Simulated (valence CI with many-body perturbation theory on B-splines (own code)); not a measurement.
## Bi⁷⁶⁺: electric-dipole lines

Level of theory: configuration interaction combined with many-body perturbation theory (CI+MBPT): five valence electrons over a frozen Dirac-Fock core [He], a basis of 11 s, 11 p, 10 d, 8 f, 5 g, 2 h functions for each j, with the one-electron correlation potential Σ1, the two-electron term Σ2, the three-electron term Σ3, Breit, model QED; selected CI, second order for the rest, scaled by the run's own slope (own B-spline code, finite nucleus).

The last digits are not significant, and no measured levels were compared; by estimate large intervals hold to a few tenths of a per cent, small ones and those within an open d or f shell to about a per cent. Among the levels kept, up to 7700 cm⁻¹ of a level comes from second order outside the variational space, and about a tenth of that is noise between levels of different J, which matters for small intervals.

Lines 51 to 100 of 600 in falling wavelength, among levels below 17723 eV, chosen from the strongest by gf and those to the six lowest levels. Wavelengths and rates use the calculated energies. Electric multipoles are in the length gauge, E1 and E2 with the static RPA response of the core. Weak lines are less certain than strong ones. Lines between different terms over intervals too small for the method are left out, as are lines whose strength nearly cancels. The highest levels of a list are the least certain.

Levels are named by their leading jj configuration (3d3/2^4 stands for four electrons in 3d with j = 3/2), which in mixed levels can hold well under half, so a name can repeat and another be missing. Letters in brackets count levels of one name in rising energy.

| λ vac (Å) | Upper | Lower | A (s⁻¹) | log gf | Branch % |
| --- | --- | --- | --- | --- | --- |
| 30.66 | (2p1/2^2 2p3/2^2 3p3/2) J=7/2 | (2s 2p1/2 2p3/2^2 3p3/2) J=5/2 [c] | 9.90e+10 | -0.95 | 0.0 |
| 29.64 | (2s 2p1/2^2 2p3/2^2) J=5/2 | (2s^2 2p1/2 2p3/2^2) J=3/2 | 4.05e+10 | -1.50 | 0.4 |
| 27.16 | (2s 2p1/2^2 2p3/2^2) J=1/2 | (2s^2 2p1/2 2p3/2^2) J=1/2 | 9.47e+10 | -1.68 | 0.3 |
| 24.15 | (2p1/2^2 2p3/2^2 3p3/2) J=7/2 | (2s 2p1/2 2p3/2^2 3p3/2) J=9/2 | 1.40e+11 | -1.01 | 0.0 |
| 23.75 | (2s 2p1/2^2 2p3/2^2) J=3/2 | (2s^2 2p1/2 2p3/2^2) J=5/2 | 1.11e+11 | -1.43 | 0.2 |
| 22.76 | (2s 2p1/2^2 2p3/2^2) J=3/2 | (2s^2 2p1/2 2p3/2^2) J=3/2 | 3.37e+10 | -1.98 | 0.1 |
| 15.76 | (2s^2 2p3/2^2 3d5/2) J=9/2 | (2s 2p1/2 2p3/2^2 3s) J=7/2 | 2.95e+11 | -0.96 | 20.3 |
| 15.69 | (2s 2p1/2 2p3/2^2 3d3/2) J=5/2 [e] | (2s 2p1/2 2p3/2^2 3p1/2) J=3/2 [d] | 1.62e+12 | -0.44 | 0.1 |
| 15.67 | (2s 2p1/2 2p3/2^2 3d3/2) J=3/2 [e] | (2s 2p1/2 2p3/2^2 3p1/2) J=1/2 [c] | 1.05e+12 | -0.81 | 0.0 |
| 15.65 | (2s^2 2p1/2 2p3/2 3d3/2) J=5/2 [b] | (2s^2 2p1/2 2p3/2 3p1/2) J=3/2 [b] | 1.65e+12 | -0.44 | 0.1 |
| 15.64 | (2s 2p1/2 2p3/2^2 3d3/2) J=7/2 [b] | (2s 2p1/2 2p3/2^2 3p1/2) J=5/2 [b] | 1.28e+12 | -0.43 | 0.1 |
| 15.54 | (2s 2p1/2 2p3/2^2 3d3/2) J=5/2 [b] | (2s 2p1/2 2p3/2^2 3p1/2) J=5/2 [b] | 2.02e+12 | -0.36 | 0.1 |
| 15.54 | (2s 2p1/2 2p3/2^2 3d3/2) J=3/2 [f] | (2s 2p1/2 2p3/2^2 3p1/2) J=3/2 [d] | 1.31e+12 | -0.72 | 0.0 |
| 15.53 | (2s 2p1/2 2p3/2^2 3p3/2) J=3/2 [a] | (2s 2p1/2 2p3/2^2 3s) J=5/2 [b] | 6.82e+11 | -1.01 | 0.0 |
| 15.53 | (2s^2 2p1/2 2p3/2 3d3/2) J=3/2 [b] | (2s^2 2p1/2 2p3/2 3p1/2) J=3/2 [b] | 1.81e+12 | -0.58 | 0.1 |
| 15.43 | (2s 2p1/2 2p3/2^2 3d3/2) J=1/2 [d] | (2s 2p1/2 2p3/2^2 3p1/2) J=1/2 [c] | 1.39e+12 | -1.00 | 0.1 |
| 15.42 | (2s 2p1/2 2p3/2^2 3p3/2) J=5/2 [a] | (2s 2p1/2 2p3/2^2 3s) J=3/2 [a] | 1.88e+12 | -0.40 | 0.5 |
| 15.40 | (2s 2p1/2 2p3/2^2 3d3/2) J=3/2 [b] | (2s 2p1/2 2p3/2^2 3p1/2) J=5/2 [b] | 2.63e+12 | -0.43 | 0.1 |
| 15.38 | (2s 2p1/2 2p3/2^2 3p3/2) J=7/2 [b] | (2s 2p1/2 2p3/2^2 3s) J=5/2 [b] | 1.68e+12 | -0.32 | 0.6 |
| 15.31 | (2s^2 2p1/2 2p3/2 3d3/2) J=1/2 [b] | (2s^2 2p1/2 2p3/2 3p1/2) J=3/2 [b] | 2.25e+12 | -0.80 | 0.1 |
| 15.29 | (2s 2p1/2 2p3/2^2 3p3/2) J=3/2 [f] | (2s 2p1/2 2p3/2^2 3s) J=1/2 [c] | 1.78e+12 | -0.60 | 0.4 |
| 15.27 | (2s^2 2p1/2 2p3/2 3d3/2) J=5/2 [a] | (2s^2 2p1/2 2p3/2 3p1/2) J=5/2 | 5.78e+11 | -0.92 | 0.2 |
| 15.27 | (2s 2p1/2 2p3/2^2 3p3/2) J=1/2 [a] | (2s 2p1/2 2p3/2^2 3s) J=3/2 [a] | 3.11e+12 | -0.66 | 0.4 |
| 15.23 | (2s 2p1/2 2p3/2^2 3p3/2) J=1/2 [c] | (2s 2p1/2 2p3/2^2 3s) J=1/2 [c] | 3.46e+12 | -0.62 | 0.4 |
| 15.22 | (2p1/2^2 2p3/2^2 3p3/2) J=5/2 | (2p1/2^2 2p3/2^2 3s) J=3/2 | 1.91e+12 | -0.40 | 0.3 |
| 15.20 | (2p1/2^2 2p3/2^2 3p3/2) J=1/2 | (2p1/2^2 2p3/2^2 3s) J=3/2 | 4.02e+12 | -0.56 | 0.6 |
| 15.19 | (2s 2p1/2^2 2p3/2 3p3/2) J=3/2 [a] | (2s 2p1/2^2 2p3/2 3s) J=3/2 [a] | 3.26e+12 | -0.35 | 0.6 |
| 15.19 | (2s 2p1/2^2 2p3/2 3d3/2) J=5/2 [a] | (2s 2p1/2^2 2p3/2 3p1/2) J=3/2 [a] | 1.40e+12 | -0.54 | 0.5 |
| 15.19 | (2s 2p1/2^2 2p3/2 3d3/2) J=5/2 [a] | (2s 2p1/2^2 2p3/2 3p1/2) J=5/2 | 1.60e+12 | -0.48 | 0.6 |
| 15.16 | (2s^2 2p1/2 2p3/2 3p3/2) J=3/2 [a] | (2s^2 2p1/2 2p3/2 3s) J=3/2 [b] | 2.02e+12 | -0.56 | 20.0 |
| 15.16 | (2s 2p1/2^2 2p3/2 3d3/2) J=3/2 [b] | (2s 2p1/2^2 2p3/2 3p1/2) J=3/2 [b] | 1.25e+12 | -0.76 | 0.4 |
| 15.14 | (2s 2p1/2^2 2p3/2 3d3/2) J=3/2 [b] | (2s 2p1/2^2 2p3/2 3p1/2) J=1/2 | 1.62e+12 | -0.65 | 0.5 |
| 15.14 | (2s 2p1/2 2p3/2^2 3p3/2) J=5/2 [c] | (2s 2p1/2 2p3/2^2 3s) J=3/2 [d] | 1.98e+12 | -0.39 | 0.3 |
| 15.14 | (2s 2p1/2 2p3/2^2 3p3/2) J=7/2 [c] | (2s 2p1/2 2p3/2^2 3s) J=5/2 [c] | 4.27e+12 | 0.07 | 0.8 |
| 15.12 | (2s 2p1/2 2p3/2^2 3d3/2) J=5/2 [a] | (2s 2p1/2 2p3/2^2 3p1/2) J=5/2 [a] | 1.63e+12 | -0.47 | 0.3 |
| 15.12 | (2s^2 2p3/2^2 3p3/2) J=5/2 | (2s^2 2p3/2^2 3s) J=3/2 | 2.11e+12 | -0.36 | 12.4 |
| 15.10 | (2s 2p1/2 2p3/2^2 3d3/2) J=5/2 [c] | (2s 2p1/2 2p3/2^2 3p1/2) J=5/2 [c] | 4.88e+11 | -1.00 | 0.1 |
| 15.10 | (2s^2 2p3/2^2 3p3/2) J=1/2 | (2s^2 2p3/2^2 3s) J=3/2 | 4.43e+12 | -0.52 | 23.7 |
| 15.09 | (2s^2 2p3/2^2 3d3/2) J=7/2 | (2s^2 2p3/2^2 3p1/2) J=5/2 | 3.05e+12 | -0.08 | 0.1 |
| 15.09 | (2s^2 2p3/2^2 3d3/2) J=3/2 [a] | (2s^2 2p3/2^2 3p1/2) J=3/2 | 2.38e+12 | -0.49 | 0.1 |
| 15.08 | (2s^2 2p3/2^2 3d3/2) J=5/2 | (2s^2 2p3/2^2 3p1/2) J=5/2 | 1.62e+12 | -0.48 | 0.1 |
| 15.07 | (2s 2p1/2^2 2p3/2 3d3/2) J=5/2 [b] | (2s 2p1/2^2 2p3/2 3p1/2) J=3/2 [b] | 3.07e+12 | -0.20 | 1.8 |
| 15.06 | (2s 2p1/2 2p3/2^2 3d3/2) J=7/2 [c] | (2s 2p1/2 2p3/2^2 3p1/2) J=5/2 [c] | 2.87e+12 | -0.11 | 3.5 |
| 15.06 | (2s 2p1/2^2 2p3/2 3d3/2) J=3/2 [a] | (2s 2p1/2^2 2p3/2 3p1/2) J=3/2 [a] | 2.45e+12 | -0.48 | 0.4 |
| 15.05 | (2s^2 2p3/2^2 3d3/2) J=5/2 | (2s^2 2p3/2^2 3p1/2) J=3/2 | 1.42e+12 | -0.54 | 0.1 |
| 15.05 | (2s^2 2p1/2 2p3/2 3d3/2) J=3/2 [a] | (2s^2 2p1/2 2p3/2 3p1/2) J=3/2 [a] | 1.19e+12 | -0.79 | 0.1 |
| 15.05 | (2s^2 2p1/2^2 3d3/2) J=3/2 | (2s^2 2p1/2^2 3p1/2) J=1/2 | 3.05e+12 | -0.38 | 0.7 |
| 15.05 | (2s^2 2p3/2^2 3d3/2) J=3/2 [b] | (2s^2 2p3/2^2 3p1/2) J=1/2 | 2.98e+12 | -0.39 | 0.1 |
| 15.04 | (2s 2p1/2 2p3/2^2 3d3/2) J=3/2 [c] | (2s 2p1/2 2p3/2^2 3p1/2) J=1/2 [a] | 2.73e+12 | -0.43 | 0.6 |
| 15.04 | (2s^2 2p1/2 2p3/2 3d3/2) J=5/2 [a] | (2s^2 2p1/2 2p3/2 3p1/2) J=3/2 [a] | 2.43e+12 | -0.31 | 0.8 |

(1) How does gf follow from A for the line at 30.66 Å?

## Answers

(1) gf = 1.4992 × (2J+1)_upper × A / σ², with σ = 3262059 cm⁻¹ and 2J+1 = 8: gf = 0.112.
